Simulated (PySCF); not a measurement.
Vertical excitations of a molecule C3H6FNSi from TDA-LC-ωPBE/def2-SVPD (PySCF), as energy in eV (oscillator strength): 6.33 (0.005), 6.73 (0.290), 6.80 (0.115), 7.05 (0.032), 7.56 (0.002), 7.81 (0.001), 8.06 (0.026), 8.21 (0.005), 8.43 (0.014), 8.61 (0.032). Lowest triplet (TDA): 4.08 eV. The structure is a stationary point at B3LYP-D3(BJ)/def2-SVP. One conformer was computed; it need not be the lowest.

**Question.** Identify the compound among the candidates.
A. N[Si@H]1C=C[C@H]1F
B. FC1=CCN1[SiH3]
C. C[Si@@H](F)CC#N
D. N[Si@]1(F)C=CC1

**Answer.** B, FC1=CCN1[SiH3]
